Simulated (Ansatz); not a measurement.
Start from `FCSC[SiH3]` and change one element to get `FCOC[SiH3]`.

Ansatz, PBE0-D4/def2-TZVP geometries, multiplicity 1. Each molecule was computed in one conformer, which needn't be the lowest.

| property | `FCSC[SiH3]` |
| --- | --- |
| HOMO energy (ωB97M-V/def2-TZVPP) / eV | -9.08 |
| LUMO energy (PBE0/def2-TZVPP) / eV | 0.24 |
| LUMO energy (B3LYP/def2-TZVPP) / eV | 0.00 |
| HOMO–LUMO gap (PBE/def2-TZVPP) / eV | 5.04 |
| LUMO energy (PBE/def2-TZVPP) / eV | -0.66 |
| HOMO energy (PBE0/def2-TZVPP) / eV | -6.89 |

Task: Give the same properties after the change, and the shifts. (An estimate is asked.)

Result: Computed: 
```csv
property,`FCOC[SiH3]`,shift
HOMO energy (ωB97M-V/def2-TZVPP) / eV,-10.30,-1.22
LUMO energy (PBE0/def2-TZVPP) / eV,0.67,0.43
LUMO energy (B3LYP/def2-TZVPP) / eV,0.41,0.41
HOMO–LUMO gap (PBE/def2-TZVPP) / eV,6.40,1.36
LUMO energy (PBE/def2-TZVPP) / eV,-0.14,0.52
HOMO energy (PBE0/def2-TZVPP) / eV,-7.99,-1.10
```

With PBE0 the HOMO falls by 1.10 eV and the LUMO rises by 0.43 eV, so the gap widens by about 1.53 eV. PBE moves the HOMO by -0.84 eV and ωB97M-V by -1.22 eV.

B3LYP here is the variant with VWN-RPA as its local correlation; programs differ in this.
